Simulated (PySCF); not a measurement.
Er⁵⁶⁺: ionisation energy

Er⁵⁶⁺ [Ne] 3s2 (1S) → Er⁵⁷⁺ [Ne] 3s1 (2S), as a difference of total energies. All numbers are calculated (PySCF 2.14, the spin-free X2C one-electron Hamiltonian (Gaussian nucleus), in an uncontracted even-tempered set (17 s from 15 bohr⁻², ratio 2.5; 12 p from 19 bohr⁻², ratio 2.5; 4 d from 69 bohr⁻², ratio 2.7; 4 f from 100 bohr⁻², ratio 2.7)). Correlated levels: outer shells: 1s2 frozen; virtual orbitals above 40 to 60 times the deepest correlated orbital energy dropped. The calculations carry no spin-orbit coupling.

```
                method  ionisation energy (eV)
                   UHF                  5697.6
    MP2 (outer shells)                  5701.1
SCS-MP2 (outer shells)                  5701.5
   CCSD (outer shells)                  5701.5
CCSD(T) (outer shells)                  5701.5
```

**Question.** How much does correlation contribute at CCSD(T) (outer shells)?

**Answer.** 5701.5 − (5697.6) = 3.9 eV, measured against UHF.

Breit and QED terms and the two-electron picture change are absent.

For comparison: 5695 ± 5 eV (theoretical estimate listed by NIST; NIST Atomic Spectra Database, ionization energies).
